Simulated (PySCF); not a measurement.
What does the PBE0-D3(BJ)/def2-SVP structure of `BP[SiH2]OC` look like in three dimensions?

```
atom  x, y, z in Å
B1    -2.5018    0.1047   -0.1889
P2    -1.3339   -0.5842   -1.4548
Si3    0.5987   -0.9362   -0.3872
O4     1.3459    0.5446   -0.3716
C5     2.3455    0.9430    0.5246
H6    -3.6584   -0.2370   -0.1670
H7    -2.1039    0.9919    0.5266
H8    -1.7900   -1.8974   -1.7478
H9     1.3510   -1.9664   -1.1687
H10    0.4590   -1.4236    1.0220
H11    2.1241    0.6330    1.5628
H12    3.3314    0.5294    0.2461
H13    2.4194    2.0408    0.5053
```

Orientation and origin are arbitrary. Atoms count from 1 in this order. B1 (three-coordinate boron) is planar (angles 120.9°, 120.7° and 118.0°, sum 359.6°, 0.05 Å off the plane of its three neighbours). P2 (three-coordinate phosphorus) is pyramidal (angles 106.4°, 106.1° and 103.3°, sum 315.8°, 0.70 Å off the plane of its three neighbours). Si3 (oxygen-bound silicon) is distorted tetrahedral (angles from 104.7° to 114.8°).

Bonds between heavy atoms (Å): B1–P2 1.855, P2–Si3 2.236, Si3–O4 1.659, O4–C5 1.400.

Computed with PySCF 2.14.0, PBE0-D3(BJ)/def2-SVP geometry optimisation, gas phase.

Point group: C1 (no symmetry element, even within 0.4 Å). No frequency check. The numbers are those of one conformer (H–B1–P2–Si3 -140° and 47°, B1–P2–Si3–O4 -82°, P2–Si3–O4–C5 158°).
